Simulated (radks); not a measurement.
Values are calculated unless marked as measured or tabulated.
Trend from La2+ to Lu2+: ionisation energy by Delta-SCF between NIST ground configurations, and size. Level of theory: scalar-relativistic Kohn-Sham, PBEsol, spin-polarised, spherical densities, finite nucleus; open shells are filled with parallel spins first (spin-orbit coupling, left out, can overturn this in heavy ions); Fermi nuclear charge, rms radius of each element as measured or else 0.836 A^(1/3) + 0.57 fm (a radial shooting solver on a logarithmic mesh with Libxc functionals).

species	configuration	configuration of the ion	IE (eV)	NIST (eV)	kind	-e(HOMO) (eV)	outermost	<r> outermost (bohr)	r at 0.001 e/bohr^3 (bohr)
La2+	[Xe] 5d1	[Xe]	19.090	19.177	exp.	14.991 (5d)	5d	2.57	3.91
Ce2+	[Xe] 4f2	[Xe] 4f1	21.013	20.197	semi-emp.	13.449 (4f)	5p	1.80	3.67
Pr2+	[Xe] 4f3	[Xe] 4f2	22.297	21.624	exp.	14.557 (4f)	5p	1.76	3.63
Nd2+	[Xe] 4f4	[Xe] 4f3	23.412	22.09	semi-emp.	15.502 (4f)	5p	1.73	3.59
Pm2+	[Xe] 4f5	[Xe] 4f4	24.392	22.4	semi-emp.	16.318 (4f)	5p	1.70	3.55
Sm2+	[Xe] 4f6	[Xe] 4f5	25.260	23.6	semi-emp.	17.029 (4f)	5p	1.67	3.51
Eu2+	[Xe] 4f7	[Xe] 4f6	26.031	24.84	semi-emp.	17.651 (4f)	5p	1.64	3.47
Gd2+	[Xe] 4f7 5d1	[Xe] 4f7	20.332	20.54	semi-emp.	15.759 (5d)	5d	2.32	3.67
Tb2+	[Xe] 4f9	[Xe] 4f8	22.828	21.82	semi-emp.	14.685 (4f)	5p	1.58	3.42
Dy2+	[Xe] 4f10	[Xe] 4f9	23.706	22.89	semi-emp.	15.424 (4f)	5p	1.54	3.39
Ho2+	[Xe] 4f11	[Xe] 4f10	24.494	22.79	semi-emp.	16.081 (4f)	5p	1.52	3.36
Er2+	[Xe] 4f12	[Xe] 4f11	25.205	22.70	semi-emp.	16.668 (4f)	5p	1.49	3.34
Tm2+	[Xe] 4f13	[Xe] 4f12	25.846	23.66	semi-emp.	17.193 (4f)	5p	1.46	3.31
Yb2+	[Xe] 4f14	[Xe] 4f13	26.426	25.05	semi-emp.	17.664 (4f)	5p	1.44	3.29
Lu2+	[Xe] 4f14 6s1	[Xe] 4f14	21.210	20.959	exp.	18.057 (6s)	6s	3.04	4.03

Reference values: NIST Atomic Spectra Database (exp. = measured, semi-emp. = semi-empirical, theory = theoretical value adopted there). Open shells are spherical and high-spin; term and fine-structure splittings are not resolved. Spin-orbit splitting is averaged out at the scalar-relativistic level.
